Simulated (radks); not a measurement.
Results of a calculation; reference values are marked as such.
Kinetic energies: the exact non-interacting value of the Kohn-Sham orbitals and orbital-free approximations, as 100 (|E| - |E exact|)/|E exact|, negative where the magnitude is too small. Species: Ce47+ [Ne] 3s1; Sm29+ [Ar] 3d10 4s2 4p3. Level of theory: non-relativistic Kohn-Sham, PBE, spin-polarised, spherical densities, point nucleus (a radial shooting solver on a logarithmic mesh with Libxc functionals). Every spin shell is full or empty, so the densities are truly spherical. Functionals are evaluated on that one density, not self-consistently.

functional         Ce47+    Sm29+
exact (hartree)  6373.50  9606.97
Thomas-Fermi       -6.25    -5.17
von Weizsacker    -45.43   -59.18
LC94               +0.49    +0.10
revAPBEK           +0.86    +0.32
Perdew 92          -0.18    -0.62
Thakkar            +0.12    -0.56
Pearson            -1.02    -0.89
LKT               +27.47   +18.89
PG1               +22.30   +14.87
Ernzerhof          +0.48    -0.34
